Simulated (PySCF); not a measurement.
In(Br)(OH)(NH2) (BrH₃InNO), SMILES [NH2][In]([Br])[OH]. The structure is a stationary point at PBE-D3(BJ)/def2-SVP. The structure was generated by enumeration; whether it is a known compound was not checked. The def2 effective core potentials stand for the cores of In; spin–orbit coupling is left out. One conformer was computed; it need not be the lowest.

Computed with PBE-D3(BJ)/def2-SVP (PySCF).

Harmonic wavenumbers (cm⁻¹): 85, 105, 114, 211, 239, 276, 489, 576, 619, 800, 841, 1474, 3411, 3517, 3702. Rotational constants (GHz): 4.563, 1.222, 0.9660; symmetry number 1.

Question: Work out the zero-point energy and the ideal-gas rigid-rotor harmonic-oscillator thermochemistry at 298.15 K and 1 atm.

Answer: ZPE = ½ Σ hcν = ½ × 16460 cm⁻¹ = 23.53 kcal/mol. H − E(el) = 28.66 kcal/mol. Entropy in cal/(mol K): translation 42.17, rotation 28.48, vibration 17.72, total 88.37. G − E(el) = 2.31 kcal/mol. Cp = 23.78 cal/(mol K). Modes under 150 cm⁻¹ make the vibrational entropy uncertain.
